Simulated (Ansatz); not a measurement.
Ansatz (an electronic-structure program) input (B3LYP-D3(BJ)/def2-TZVP):

Ansatz 0.2 input:
```yaml
crystal:
  periodic: [false, false, false]
  atoms:
    - {symbol: Ga, position_ang: [-0.17235545, -0.10141226, 0.00281224]}
    - {symbol: F, position_ang: [-1.61889575, -0.95254242, 0.02641472]}
    - {symbol: F, position_ang: [0.63186035, 1.44430545, -0.48414334]}
    - {symbol: F, position_ang: [1.58070417, -0.14245412, 0.44804202]}
basis:
  gaussian:
    orbitals: def2-TZVP
hamiltonian:
  xc: b3lyp
  dispersion: d3bj
total_charge: 1
magnetization: {spin_polarized: true, initial_magnetization: 1}
phonons: {temperatures: {t_min: 298.15, t_max: 298.15, t_step: 100}}
```

Output:

```
Functional definition: B3LYP
integrals: 0.05 GiB planned
871 factors; their error is unknown
mean field: 0.72 GiB planned
mean field evaluation 1: about -60509.6850 eV, gradient 7.0e1 eV
mean field evaluation 2: about -60438.4004 eV, gradient 1.6e2 eV
mean field evaluation 4: about -60522.6372 eV, gradient 1.2e1 eV
mean field evaluation 8: about -60522.9778 eV, gradient 1.6e-1 eV
mean field evaluation 16: about -60523.1504 eV, gradient 4.1e-4 eV
mean field -60523.15036326 eV, -2224.1847517852 hartree, gradient 4.4e-5 eV, S^2 0.757216; 1 other end points of the search recorded, 0 dependent functions left out
the calculation of the forces begins
reference -60523.15054493 eV, -2224.1847584611 hartree; 29, 28 occupied and 112, 113 virtual orbitals, 871 factors
these checks for a lower state are left out or cut short: stability, starts, cluster_reference, orbital_swaps, neighbouring_geometries, increment
integrals: 0.05 GiB planned
871 factors; their error is unknown
mean field: 0.72 GiB planned
mean field evaluation 32: about -60523.1503 eV, gradient 2.0e-6 eV
mean field -60523.15028933 eV, -2224.1847490682 hartree, gradient 2.0e-6 eV, S^2 0.757204; 0 other end points of the search recorded, 0 dependent functions left out
the calculation of the forces begins
reference -60523.15047099 eV, -2224.1847557442 hartree; 29, 28 occupied and 112, 113 virtual orbitals, 871 factors
these checks for a lower state are left out or cut short: stability, starts, cluster_reference, orbital_swaps, neighbouring_geometries, increment
integrals: 0.05 GiB planned
871 factors; their error is unknown
mean field: 0.72 GiB planned
mean field -60523.15029136 eV, -2224.1847491427 hartree, gradient 1.7e-6 eV, S^2 0.757228; 0 other end points of the search recorded, 0 dependent functions left out
the calculation of the forces begins
reference -60523.15047302 eV, -2224.1847558187 hartree; 29, 28 occupied and 112, 113 virtual orbitals, 871 factors
these checks for a lower state are left out or cut short: stability, starts, cluster_reference, orbital_swaps, neighbouring_geometries, increment
integrals: 0.05 GiB planned
871 factors; their error is unknown
mean field: 0.72 GiB planned
mean field -60523.15031307 eV, -2224.1847499407 hartree, gradient 1.8e-6 eV, S^2 0.757216; 0 other end points of the search recorded, 0 dependent functions left out
the calculation of the forces begins
reference -60523.15049472 eV, -2224.1847566159 hartree; 29, 28 occupied and 112, 113 virtual orbitals, 871 factors
these checks for a lower state are left out or cut short: stability, starts, cluster_reference, orbital_swaps, neighbouring_geometries, increment
integrals: 0.05 GiB planned
871 factors; their error is unknown
mean field: 0.72 GiB planned
mean field -60523.15033649 eV, -2224.1847508013 hartree, gradient 2.1e-6 eV, S^2 0.757216; 0 other end points of the search recorded, 0 dependent functions left out
the calculation of the forces begins
reference -60523.15051817 eV, -2224.1847574780 hartree; 29, 28 occupied and 112, 113 virtual orbitals, 871 factors
these checks for a lower state are left out or cut short: stability, starts, cluster_reference, orbital_swaps, neighbouring_geometries, increment
integrals: 0.05 GiB planned
871 factors; their error is unknown
mean field: 0.72 GiB planned
mean field -60523.15032770 eV, -2224.1847504781 hartree, gradient 1.3e-6 eV, S^2 0.757244; 0 other end points of the search recorded, 0 dependent functions left out
the calculation of the forces begins
reference -60523.15050938 eV, -2224.1847571547 hartree; 29, 28 occupied and 112, 113 virtual orbitals, 871 factors
these checks for a lower state are left out or cut short: stability, starts, cluster_reference, orbital_swaps, neighbouring_geometries, increment
integrals: 0.05 GiB planned
871 factors; their error is unknown
mean field: 0.72 GiB planned
mean field evaluation 64: about -60523.1503 eV, gradient 1.4e-6 eV
mean field -60523.15030673 eV, -2224.1847497075 hartree, gradient 1.4e-6 eV, S^2 0.757188; 0 other end points of the search recorded, 0 dependent functions left out
the calculation of the forces begins
reference -60523.15048837 eV, -2224.1847563828 hartree; 29, 28 occupied and 112, 113 virtual orbitals, 871 factors
these checks for a lower state are left out or cut short: stability, starts, cluster_reference, orbital_swaps, neighbouring_geometries, increment
integrals: 0.05 GiB planned
871 factors; their error is unknown
mean field: 0.72 GiB planned
mean field -60523.15036053 eV, -2224.1847516849 hartree, gradient 3.0e-6 eV, S^2 0.757214; 0 other end points of the search recorded, 0 dependent functions left out
the calculation of the forces begins
reference -60523.15054220 eV, -2224.1847583612 hartree; 29, 28 occupied and 112, 113 virtual orbitals, 871 factors
these checks for a lower state are left out or cut short: stability, starts, cluster_reference, orbital_swaps, neighbouring_geometries, increment
integrals: 0.05 GiB planned
871 factors; their error is unknown
mean field: 0.72 GiB planned
mean field -60523.15035075 eV, -2224.1847513253 hartree, gradient 3.0e-6 eV, S^2 0.757218; 0 other end points of the search recorded, 0 dependent functions left out
the calculation of the forces begins
reference -60523.15053240 eV, -2224.1847580010 hartree; 29, 28 occupied and 112, 113 virtual orbitals, 871 factors
Total energy: -60523.21906261 eV, -2224.1872764395 hartree
Atom 0 at    -0.172355    -0.101412     0.002812 Å, force    -0.000358    -0.000210     0.000006 eV/Å
Atom 1 at    -1.618896    -0.952542     0.026415 Å, force    -0.000422    -0.000248     0.000007 eV/Å
Atom 2 at     0.631860     1.444305    -0.484143 Å, force     0.000287     0.000401    -0.000107 eV/Å
Atom 3 at     1.580704    -0.142454     0.448042 Å, force     0.000493     0.000058     0.000094 eV/Å
Dipole moment:     0.013088     0.007701    -0.000214 e Å
Vibrations: 104.70 152.49 284.41 407.63 617.20 837.51 cm⁻¹, zero-point energy 0.149025 eV
```
